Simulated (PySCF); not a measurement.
Species: C4H7BrO.
Cartesian coordinates in Å at the PBE0-D3(BJ)/def2-SVP level; atoms count from 1:
```xyz
13
C4H7BrO angstrom
C     -1.9765   -0.2876    0.0967
C     -0.6699   -0.4421   -0.6376
O     -0.5398   -1.1955   -1.5727
C      0.4881    0.4002   -0.1363
C      1.7751    0.0792   -0.8575
Br     3.2321    1.2037   -0.2369
H     -2.7652   -0.8379   -0.4309
H     -1.8754   -0.6875    1.1187
H     -2.2532    0.7735    0.1939
H      0.2221    1.4639   -0.2666
H      0.5950    0.2593    0.9528
H      2.0855   -0.9597   -0.6929
H      1.6843    0.2417   -1.9377
```

The calculation used PySCF, PBE0-D3(BJ)/def2-SVP geometry optimisation, gas phase.

Masses are those of the commonest isotopes; rigid-rotor values at the optimised geometry. The values belong to one conformer with, in the numbering `[CH3:1][C:2](=[O:3])[CH2:4][CH2:5][Br:6]`, C1–C2–C4–C5 175°, C2–C4–C5–Br6 178°.

(1) Give the principal moments of inertia and the rotational constants in cm⁻¹.

(2) What kind of rotor is it?

(3) What does the inertial defect say?

(4) List the rotational levels J(Ka,Kc) to J = 3 (K).

(5) Predict some low-J microwave lines.

## Answers

(1) Ia = 60.13, Ib = 658.11, Ic = 708.60 u·Å²; 505379 MHz·u·Å²/I gives 8405, 767.9 and 713.2 MHz, that is A = 0.28037, B = 0.02562, C = 0.02379 cm⁻¹.

(2) A near-prolate asymmetric top; Ray's κ = -0.986.

(3) Not planar: Δ = Ic − Ia − Ib = -9.64 u·Å². For a rigid frame Δ = −2 Σ m c², so Σ m c² = 4.82 u·Å² lies off the ab plane: 4.74 from hydrogen and 0.08 from heavier atoms. The atom farthest from that plane is 1.01 Å away.

(4) Above 0(0,0), as E/k:
J = 1: 1(0,1) 0.071, 1(1,1) 0.438, 1(1,0) 0.440
J = 2: 2(0,2) 0.213, 2(1,2) 0.577, 2(1,1) 0.585, 2(2,1) 1.685, 2(2,0) 1.685
J = 3: 3(0,3) 0.426, 3(1,3) 0.786, 3(1,2) 0.802, 3(2,2) 1.898, 3(2,1) 1.898, 3(3,1) 3.737, 3(3,0) 3.737
Those of J = 1 are B + C, A + C and A + B.

(5) The dipole components are |μa| = 1.47 D, |μb| = 2.17 D, |μc| = 0.11 D. Intensities carry the squares of the components, which stand as 0.46 : 1.00 : 0.00 (a : b : c). Some of the stronger lines:

```
type  branch         J(Ka,Kc)    MHz  lower level (cm⁻¹)
   a       R  2(1,2) ← 1(1,1)   2908               0.304
   a       R  2(1,1) ← 1(1,0)   3017               0.306
   a       R  3(1,2) ← 2(1,1)   4525               0.407
   a       R  4(1,4) ← 3(1,3)   5815               0.547
   a       R  4(3,2) ← 3(3,1)   5925               2.597
   a       R  5(4,1) ← 4(4,0)   7406               4.585
   a       R  5(3,3) ← 4(3,2)   7407               2.795
   a       R  5(3,2) ← 4(3,1)   7407               2.795
   b       Q  5(1,4) ← 5(0,5)   8083               0.741
   b       R  3(1,3) ← 2(0,2)  11944               0.148
   b       R  4(1,4) ← 3(0,3)  13316               0.296
   b       R  5(1,5) ← 4(0,4)  14662               0.494
   b       Q  5(2,3) ← 5(1,4)  22595               1.010
   b       Q  3(2,1) ← 3(1,2)  22832               0.558
   b       Q  2(2,1) ← 2(1,2)  23076               0.401
   b       R  4(2,2) ← 3(1,3)  29087               0.547
   b       R  5(2,4) ← 4(1,3)  30126               0.759
   b       Q  3(3,0) ← 3(2,1)  38322               1.319
   b       Q  3(3,1) ← 3(2,2)  38324               1.319
   b       R  3(3,1) ← 2(2,0)  42767               1.171
   b       R  3(3,0) ← 2(2,1)  42767               1.171
   b       R  4(3,1) ← 3(2,2)  44249               1.319
   b       R  5(3,3) ← 4(2,2)  45727               1.517
   b       R  5(3,2) ← 4(2,3)  45731               1.517
   b       Q  4(4,1) ← 4(3,2)  53652               2.795
   b       R  4(4,0) ← 3(3,1)  59577               2.597
   b       R  5(4,1) ← 4(3,2)  61059               2.795
```

Stationary, but not proved a minimum. Constants of a rigid frame at the computed geometry: no zero-point averaging, no centrifugal distortion. A rigid rotor knows nothing of internal rotation, which can split or shift real lines. Quadrupole hyperfine structure (79Br) is left out.
